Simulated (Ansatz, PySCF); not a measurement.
Molecule: sum formula H2BO3, net charge 0, doublet state. It need not be the lowest isomer of its formula. 
Structure (B3LYP-D3(BJ)/def2-TZVP (Ansatz, a program for electronic structure) minimum search):
```
B
O 1 1.3667
H 2 0.9606 1 116.04
O 1 1.3667 2 128.26 3 8.79
H 4 0.9606 1 116.04 2 8.79
O 1 1.3782 2 115.87 3 -171.21
```
Charge 0, spin multiplicity 2.

Dipole moments at this geometry, in debye (magnitudes).

| level | program | dipole (D) |
|---|---|---|
| revPBE/def2-TZVPD | Ansatz | 3.72 |
| B97M-V/def2-TZVPD | Ansatz | 3.73 |
| B3LYP/def2-TZVPD | Ansatz | 3.81 |
| TPSSh/def2-TZVPD | PySCF | 3.77 |
| CAM-B3LYP/def2-TZVPD | PySCF | 3.86 |
| CCSD(T)/aug-cc-pVDZ | Ansatz | … |

### Question
Complete the blanks.

### Answer

- CCSD(T)/aug-cc-pVDZ, dipole (D): 3.74
